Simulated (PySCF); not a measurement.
Vertical excitations of a molecule C₂H₅FSi₂ from PySCF 2.14.0 with TDA-PBE/def2-SVPD, as energy in eV (oscillator strength): 5.06 (0.009), 5.70 (0.006), 6.00 (0.012), 6.20 (0.018), 6.47 (0.217), 6.52 (0.017), 6.67 (0.012), 6.78 (0.004), 6.89 (0.001), 6.92 (0.003). Lowest triplet (TDA): 4.59 eV. Geometry optimised at B3LYP-D3(BJ)/def2-SVP. Other conformers were not sampled.

Question: Pick the molecule that these values belong to.
A. FC1=C[SiH2][SiH2]1
B. C#C[Si@@H](F)[SiH3]
C. F[Si@H]1C=C[SiH2]1
D. C#C[SiH2][SiH2]F

Answer: B, C#C[Si@@H](F)[SiH3]
